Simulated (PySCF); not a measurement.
Isomers of C4H8Cl2Si.

All values: PBE0/pcSseg-1 (PySCF) at GFN2-xTB geometries, gas phase, one conformer each.

Task: Rank by HOMO–LUMO gap, highest first.
A. `[CH2:1]=[CH:2][SiH2:3][C:4]([CH3:5])([Cl:6])[Cl:7]` with C1–C2–Si3–C4 -138°, C2–Si3–C4–C5 59°
B. `[CH3:1]/[C:2](=[CH:3]/[SiH3:4])[CH:5]([Cl:6])[Cl:7]` with C1–C2–C5–Cl6 59°
C. `[CH2:1]=[CH:2][SiH2:3][C@@H:4]([Cl:5])[CH2:6][Cl:7]` with C1–C2–Si3–C4 -107°, C2–Si3–C4–Cl5 -72°, Si3–C4–C6–Cl7 57°
D. `[Cl:1][CH2:2][C@@H:3]([Cl:4])[C@@H:5]1[CH2:6][SiH2:7]1` with Cl1–C2–C3–Cl4 174°, C2–C3–C5–C6 168°
E. `[Cl:1][CH2:2][SiH2:3][C:4]1([Cl:5])[CH2:6][CH2:7]1` with Cl1–C2–Si3–C4 -68°, C2–Si3–C4–Cl5 -64°

Result: E (8.12 eV), C (7.33 eV), A (7.15 eV), D (6.93 eV), B (6.73 eV).

Task: Rank by LUMO energy, lowest first.
A. `[Cl:1][CH2:2][SiH2:3][C:4]1([Cl:5])[CH2:6][CH2:7]1` with Cl1–C2–Si3–C4 -68°, C2–Si3–C4–Cl5 -64°
B. `[CH2:1]=[CH:2][SiH2:3][C@@H:4]([Cl:5])[CH2:6][Cl:7]` with C1–C2–Si3–C4 -107°, C2–Si3–C4–Cl5 -72°, Si3–C4–C6–Cl7 57°
C. `[CH2:1]=[CH:2][SiH2:3][C:4]([CH3:5])([Cl:6])[Cl:7]` with C1–C2–Si3–C4 -138°, C2–Si3–C4–C5 59°
D. `[CH3:1]/[C:2](=[CH:3]/[SiH3:4])[CH:5]([Cl:6])[Cl:7]` with C1–C2–C5–Cl6 59°
E. `[Cl:1][CH2:2][C@@H:3]([Cl:4])[C@@H:5]1[CH2:6][SiH2:7]1` with Cl1–C2–C3–Cl4 174°, C2–C3–C5–C6 168°

Result: D (-1.21 eV), C (-0.82 eV), B (-0.66 eV), E (-0.12 eV), A (0.23 eV).

All values together:

```csv
SMILES,μ (D),HOMO (eV),LUMO (eV),lowest IAO charge (e),highest IAO charge (e),lowest Hirshfeld charge (e),highest Hirshfeld charge (e)
ClC[C@@H](Cl)[C@@H]1C[SiH2]1,1.20,-7.05,-0.12,-0.524 (C),+0.646 (Si),-0.169 (C),+0.305 (Si)
C=C[SiH2]C(C)(Cl)Cl,2.82,-7.96,-0.82,-0.430 (C),+0.767 (Si),-0.139 (C),+0.314 (Si)
C=C[SiH2][C@@H](Cl)CCl,0.68,-7.99,-0.66,-0.429 (C),+0.753 (Si),-0.138 (C),+0.315 (Si)
ClC[SiH2]C1(Cl)CC1,1.62,-7.89,0.23,-0.528 (C),+0.781 (Si),-0.127 (C),+0.329 (Si)
C/C(=C/[SiH3])C(Cl)Cl,1.85,-7.94,-1.21,-0.433 (C),+0.582 (Si),-0.140 (C),+0.309 (Si)
```

Conformers: `[Cl:1][CH2:2][C@@H:3]([Cl:4])[C@@H:5]1[CH2:6][SiH2:7]1` with Cl1–C2–C3–Cl4 174°, C2–C3–C5–C6 168°; `[CH2:1]=[CH:2][SiH2:3][C:4]([CH3:5])([Cl:6])[Cl:7]` with C1–C2–Si3–C4 -138°, C2–Si3–C4–C5 59°; `[CH2:1]=[CH:2][SiH2:3][C@@H:4]([Cl:5])[CH2:6][Cl:7]` with C1–C2–Si3–C4 -107°, C2–Si3–C4–Cl5 -72°, Si3–C4–C6–Cl7 57°; `[Cl:1][CH2:2][SiH2:3][C:4]1([Cl:5])[CH2:6][CH2:7]1` with Cl1–C2–Si3–C4 -68°, C2–Si3–C4–Cl5 -64°; `[CH3:1]/[C:2](=[CH:3]/[SiH3:4])[CH:5]([Cl:6])[Cl:7]` with C1–C2–C5–Cl6 59°.
